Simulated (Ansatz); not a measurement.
Consider the formal exchange of groups at a Ge–F bond: `[CH3][Ge]([NH2])([F])[F]` + `C=C(O)S` → `[CH3][Ge]([NH2])([OH])[F]` + `C=C(F)S`.

Isolated molecules relaxed with PBE0-D4/def2-TZVP in Ansatz; ΔE leaves out vibrations. CBS: MP2 limit from def2 TZ/QZ plus the TZ coupled-cluster correction, frozen cores. Functionals use def2-TZVPP. For Ge outer-core shells are correlated without core-valence functions, which leaves a few kJ/mol of doubt a bond. Scalar relativity is left out up to krypton. One conformer a species, not always the lowest.

```
             level  ΔE (kcal/mol)
         r2SCAN-D4           12.9
           ωB97M-V           12.7
            B2PLYP           13.0
SCS-MP2/def2-QZVPP           13.3
```

(1) What does CCSD(T)/CBS give? (Best estimate.)

Largest T1 diagnostic among the species: 0.012.

## Answers

(1) The calculation gave: +12.8 kcal/mol. The listed levels differ from it by 0.1, -0.1, 0.2, 0.5 kcal/mol.
